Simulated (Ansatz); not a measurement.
System: AsF3 (charge +1, doublet). 
Geometry from a B3LYP-D3(BJ)/def2-TZVP (Ansatz, a quantum-chemistry and plane-wave program) optimisation:
```
As
F 1 1.6703
F 1 1.6703 2 106.64
F 1 1.6703 2 106.64 3 -113.65
```
Charge +1, spin multiplicity 2.

Basis-set convergence of Hartree-Fock and CCSD(T) correlation energies (hartree) with Ansatz. Correlated levels leave the core frozen unless marked. Open shells are spin-unrestricted. Spin-orbit coupling is left out. The frozen core is the preceding noble-gas configuration, with the filled d and f shells of earlier blocks. No relativistic terms.

```csv
basis,functions,E(HF),"E(corr, CCSD(T))"
cc-pVDZ,69,-2532.12761,-0.68362
cc-pVTZ,133,…,…
```

Problem. Some entries are withheld; supply them.

Solution. 
- cc-pVTZ, E(HF): -2532.33875
- cc-pVTZ, E(corr, CCSD(T)): -0.89938
